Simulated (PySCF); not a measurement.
A PySCF script (with the pyscf-properties extension) for the spin–spin couplings of BeMe(OH), CH$_{4}$BeO, on a PBE0-D3(BJ)/def2-SVP geometry:

```python
import basis_set_exchange as bse
import numpy as np
from pyscf import gto, dft
from pyscf.data import nist
from pyscf.prop import ssc

atoms = """
Be    0.065321   -0.078913   -0.593796
C    -0.146639    0.106863    1.056562
H     0.812719    0.105499    1.602400
H    -0.761759   -0.699645    1.492019
H    -0.650516    1.058103    1.301751
O     0.230471   -0.235872   -1.968943
H     0.450403   -0.256025   -2.889992
"""
names = dict.fromkeys(["Be", "C", "H", "O"], "pcJ-1")
basis = {el: gto.basis.parse(bse.get_basis(n, elements=[el], fmt="nwchem")) for el, n in names.items()}
mol = gto.M(atom=atoms, basis=basis, charge=0, verbose=0)
mf = dft.RKS(mol, xc="B3LYP")
mf.grids.level = 2
mf.grids.alignment = dft.numint.BLKSIZE   # the property module wants whole blocks of grid points
mf.conv_tol = 1e-9
mf.kernel()

sc = ssc.RKS(mf)
sc.with_fcsd = True   # Fermi contact and spin-dipole together
sc.max_cycle_cphf = 60
g = {"C": 1.4048236, "H": 5.58569468, "O": -0.757516}   # nuclear g factors of 13C, 1H, 17O
sc.nuc_pair = [(i, j) for i in range(mol.natm) for j in range(i + 1, mol.natm)
               if mol.atom_pure_symbol(i) in g and mol.atom_pure_symbol(j) in g]
K = sc.kernel()
unit = nist.HARTREE2J / nist.PLANCK * (0.5 * nist.E_MASS / nist.PROTON_MASS) ** 2
for (i, j), k in zip(sc.nuc_pair, K):
    a, b = mol.atom_pure_symbol(i), mol.atom_pure_symbol(j)
    J = unit * g[a] * g[b] * np.trace(k) / 3
    if abs(J) >= 1:
        print("%s%d %s%d %8.1f Hz" % (a, i, b, j, J))
```

**Question.** What does it print?

**Answer.** 
```
C1 H2    122.6 Hz
C1 H3    122.6 Hz
C1 H4    122.2 Hz
C1 O5     -3.3 Hz
H2 H3    -15.8 Hz
H2 H4    -15.7 Hz
H3 H4    -15.8 Hz
O5 H6   -143.7 Hz
```

These numbers come from an equivalent density-fitted implementation of the same equations, which agrees with the script to about 0.1 Hz, so last digits may differ.

Size and cost of the density-fitted run: 105 basis functions, 4.1 s wall time on 1 thread of an Arm Neoverse V1, shared host.
